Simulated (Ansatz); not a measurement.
Calculated with Ansatz (gas phase, PBE0-D4/def2-TZVP geometries, no zero-point term in ΔE). CBS: MP2 limit from def2 TZ/QZ plus the TZ coupled-cluster correction, frozen cores. This one scheme is used for every species. Functionals use def2-TZVPP. B3LYP here is the variant with VWN-RPA as its local correlation; programs differ in this. HSE06 is defined as in plane-wave codes. For Ge outer-core shells are correlated without core-valence functions, which leaves a few kJ/mol of doubt a bond. Scalar relativity is left out up to krypton. One conformer a species, not always the lowest.

Reaction (hydrogenolysis of the Si–O bond): `CO[SiH](F)[GeH3]` + H₂ → `F[SiH2][GeH3]` + CH₃OH

CCSD(T)/CBS gives +22.6 kcal/mol.

(1) Another level gave +22.3 kcal/mol. Which?
A. revPBE/def2-TZVPP
B. B97M-V/def2-TZVPP
C. B3LYP/def2-TZVPP
D. HSE06/def2-TZVPP

Largest T1 diagnostic among the species: 0.012.

## Answers

(1) B. B97M-V 22.3, HSE06 19.3, B3LYP 20.3, revPBE 18.1 kcal/mol.

Leaving LDA and LC-ωPBE aside and taking each functional with its dispersion term where it has one, the values, not all of them listed here, spread over 2.7 kcal/mol, from HSE06-D4 to BLYP-D4. LDA lies +2.6 kcal/mol from PBE without D4. At CCSD(T), def2-SVP lies −3.7 kcal/mol from the extrapolated value and def2-TZVPP −0.3 kcal/mol. In def2-TZVPP, CCSD(T) changes the Hartree–Fock value by +2.8 kcal/mol (the triples alone add +0.8 kcal/mol) and MP2 by +4.5 kcal/mol.

CCSD(T)/CBS has its own doubt, a few kJ/mol and more with outer-core shells, so smaller differences from it don't rank the levels.
